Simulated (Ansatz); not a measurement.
Cost and result up the ladder for Cd₇S₆Cl₂, a halide-capped nanocrystal cut from wurtzite CdS (2 Cl on the cations) (15 atoms). The state is a singlet with charge 0. Geometry: r2SCAN-D4/def2-SVP.

```tsv
atom	x (Å)	y (Å)	z (Å)
S1	-1.0164	4.8704	-0.6729
Cd2	-2.3998	3.0476	-0.0068
S3	-0.8730	0.8898	-0.1778
Cd4	-2.7468	-0.3832	0.9173
S5	-2.9224	-2.5672	1.8106
Cd6	0.7458	3.3008	-0.4929
S7	2.7945	2.0976	0.1074
Cd8	1.1977	0.2433	1.0247
S9	1.7192	-2.0759	1.5441
Cd10	-0.6367	-2.9314	1.2254
Cd11	3.0852	0.3961	-1.5712
S12	3.1751	-1.5981	-2.7589
Cd13	2.0042	-2.6581	-0.9302
Cl14	-4.2928	1.7197	0.8014
Cl15	0.1663	-4.3513	-0.8204
```

Ansatz on 2 threads of AMD EPYC 7R13 on a shared host and a share (18 GiB) of an NVIDIA H100 80GB HBM3. Times are rough, and most runs start from the orbitals of an earlier one. CAM-B3LYP-D4/def2-TZVP serves as the yardstick here, not as an exact answer. Differences are given only for rows in sets of like size (and for xTB, whose basis is part of the method), since another set adds its own error. Binding counts from free atoms at the same level (S triplet, Cd singlet, Cl doublet; other spins of the atoms weren't run), without zero-point energy or a counterpoise term.

In the def2 sets Cd takes a core potential; there is no spin–orbit coupling. Correlated methods freeze 40 core orbitals; core or outer-core shells of Cd are correlated, in sets that lack core-valence functions. Single mean-field runs in def2-TZVP are fitted with def2-universal-jkfit.

Correlated methods converge slowly with the basis.

| level | functions | binding energy per atom (eV) | difference from CAM-B3LYP-D4/def2-TZVP (eV) |
| --- | --- | --- | --- |
| PBE-QIDH/def2-TZVP | 576 | 2.21 | 0.16 |
| MP2/def2-TZVP | 576 | 2.19 | 0.14 |
| PBE0-D4/def2-SVP | 361 | 2.24 | – |
| PBE0-D4/def2-TZVP (with forces) | 576 | 2.19 | 0.14 |
| RPA@PBE/def2-TZVP | 576 | 1.86 | -0.19 |
| CAM-B3LYP-D4/def2-TZVP | 576 | 2.05 | 0.00 |
| HF/def2-TZVP | 576 | 1.36 | -0.69 |
| PBE-D4/def2-SVP | 361 | 2.24 | – |
| PBE-D4/def2-TZVP (with forces) | 576 | 2.19 | 0.13 |
| r2SCAN-D4/def2-TZVP | 576 | 2.24 | 0.19 |

(1) Estimate how long each takes.

Results:

(1) PBE-D4/def2-SVP 3.5 s; HF/def2-TZVP 3.5 s; PBE0-D4/def2-SVP 4.5 s; r2SCAN-D4/def2-TZVP 4.6 s; PBE-D4/def2-TZVP (with forces) 5 s; CAM-B3LYP-D4/def2-TZVP 5.5 s; PBE-QIDH/def2-TZVP 6 s; PBE0-D4/def2-TZVP (with forces) 6 s; MP2/def2-TZVP 8.5 s; RPA@PBE/def2-TZVP 10 s. On shared hardware such times vary by a factor of up to 3.
